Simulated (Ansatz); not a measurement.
`C1=[CH][InH][S]1`, 7 atoms. The species carries charge 0 and has multiplicity 1. Correlated methods include outer-core shells of In, which these sets cover unevenly. In takes the def2 core potential. All runs use 2 threads of an Arm Neoverse V1 on a shared host. Correlated methods freeze the cores.

Q: Give the basis size and wall time and peak host memory of each of these runs in Ansatz. RKS PBE0-D4/def2-TZVP frequencies; RKS ωB97M-V/def2-SVP energy; RKS ωB97M-V/def2-QZVPP energy; RKS PBE0-D4/def2-TZVP relaxation (7 steps); direct RPA on PBE orbitals/def2-TZVPP energy; RKS PBE0-D4/def2-QZVPP energy; RKS r2SCAN-D4/def2-TZVPP energy and forces; RKS ωB97M-V/def2-TZVPP energy and forces; RKS B3LYP-D4/def2-TZVPP energy and forces; RHF-MP2/def2-QZVPP energy; RHF-CCSD(T)/def2-TZVPP energy; RKS PBE0-D4/def2-SVP energy. (Best estimate.)

A: The calculation gave: Other jobs shared the machine, so times are rough.

```
                                level                   job  functions  wall time  peak host memory (GiB)
                 RKS PBE0-D4/def2-SVP                energy         87      1.8 s                    0.41
              RKS B3LYP-D4/def2-TZVPP     energy and forces        196      6.5 s                    0.48
             RKS r2SCAN-D4/def2-TZVPP     energy and forces        196      7.5 s                    0.26
direct RPA on PBE orbitals/def2-TZVPP                energy        196        8 s                    0.45
                 RKS ωB97M-V/def2-SVP                energy         87        9 s                    0.41
               RKS PBE0-D4/def2-QZVPP                energy        356       10 s                       1
               RKS ωB97M-V/def2-TZVPP     energy and forces        196       17 s                    0.62
                   RHF-MP2/def2-QZVPP                energy        356       24 s                     1.5
               RKS ωB97M-V/def2-QZVPP                energy        356       26 s                     1.2
                RKS PBE0-D4/def2-TZVP  relaxation (7 steps)        167       40 s                    0.41
               RHF-CCSD(T)/def2-TZVPP                energy        196      110 s                     2.5
                RKS PBE0-D4/def2-TZVP           frequencies        167    2.5 min                    0.41
```

B3LYP here is the variant with VWN-RPA as its local correlation; programs differ in this.
